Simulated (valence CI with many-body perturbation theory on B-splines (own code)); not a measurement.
The numbers below are computed, except where a source is named.
From CI to CI+MBPT in Ag XXXIII

Method: relativistic CI+MBPT: five valence electrons over a frozen Dirac-Fock core [Ne], a basis of 9 s, 9 p, 8 d, 6 f, 3 g, 1 h functions for each j, with the one-electron correlation potential Σ1, the two-electron term Σ2, the three-electron term Σ3, Breit, model QED; selected CI, second order for the rest (own B-spline code, finite nucleus).

No measured spectrum was set against this ion. As an estimate, large intervals hold to a few tenths of a per cent, small ones and those within an open d or f shell to about a per cent. Among the levels kept, up to 600 cm⁻¹ of a level comes from second order outside the variational space, and about a tenth of that is noise between levels of different J, which matters for small intervals.

Each rung adds one term. CI alone is the Dirac-Coulomb CI over the frozen core; QED comes last and gives the full result, which names the levels. Energies are above (3s^2 3p1/2^2 3p3/2) J=3/2 on the same rung, in eV.

Levels are named by their leading jj configuration (3d3/2^4 stands for four electrons in 3d with j = 3/2), which in mixed levels can hold well under half, so a name can repeat and another be missing. Letters in brackets count levels of one name in rising energy.

```csv
Level,CI alone
(3s^2 3p1/2 3p3/2^2) J=3/2,35.17
(3s^2 3p1/2 3p3/2^2) J=5/2,42.03
(3s^2 3p1/2 3p3/2^2) J=1/2,50.27
(3s^2 3p3/2^3) J=3/2,86.04
(3s 3p1/2^2 3p3/2^2) J=5/2,118.71
(3s^2 3p1/2^2 3d3/2) J=3/2,124.51
(3s 3p1/2^2 3p3/2^2) J=1/2,137.18
(3s 3p1/2^2 3p3/2^2) J=3/2,140.33
(3s^2 3p1/2^2 3d5/2) J=5/2,144.28
(3s 3p1/2 3p3/2^3) J=3/2,158.27
(3s^2 3p1/2 3p3/2 3d3/2) J=3/2 [a],161.25
(3s^2 3p1/2 3p3/2 3d3/2) J=5/2 [a],161.32
(3s^2 3p1/2 3p3/2 3d3/2) J=1/2 [a],162.04
(3s 3p1/2 3p3/2^3) J=5/2,166.46
(3s^2 3p1/2 3p3/2 3d3/2) J=7/2,167.88
(3s^2 3p1/2 3p3/2 3d5/2) J=7/2 [a],171.65
```

(1) What do these energies become with core correlation, Breit and QED?

(2) How does the ionisation energy move along the ladder, and which term matters most?

Answers

(1) (3s^2 3p1/2 3p3/2^2) J=3/2 34.78 (-0.386); (3s^2 3p1/2 3p3/2^2) J=5/2 41.46 (-0.570); (3s^2 3p1/2 3p3/2^2) J=1/2 49.78 (-0.492); (3s^2 3p3/2^3) J=3/2 85.11 (-0.935); (3s 3p1/2^2 3p3/2^2) J=5/2 117.93 (-0.776); (3s^2 3p1/2^2 3d3/2) J=3/2 123.71 (-0.802); (3s 3p1/2^2 3p3/2^2) J=1/2 136.32 (-0.860); (3s 3p1/2^2 3p3/2^2) J=3/2 139.32 (-1.009); (3s^2 3p1/2^2 3d5/2) J=5/2 142.95 (-1.327); (3s 3p1/2 3p3/2^3) J=3/2 157.10 (-1.162); (3s^2 3p1/2 3p3/2 3d3/2) J=3/2 [a] 159.96 (-1.289); (3s^2 3p1/2 3p3/2 3d3/2) J=5/2 [a] 159.98 (-1.342); (3s^2 3p1/2 3p3/2 3d3/2) J=1/2 [a] 160.85 (-1.194); (3s 3p1/2 3p3/2^3) J=5/2 165.03 (-1.434); (3s^2 3p1/2 3p3/2 3d3/2) J=7/2 166.31 (-1.572); (3s^2 3p1/2 3p3/2 3d5/2) J=7/2 [a] 170.04 (-1.611).

(2) CI alone 1963.7, + Σ1 1964.6, + Σ2 1964.6, + Σ3 1964.2, + Breit 1963.2, + QED 1963.2 eV. The largest step is Breit, -1.0 eV. NIST lists 1979 ± 8 eV (semi-empirical).
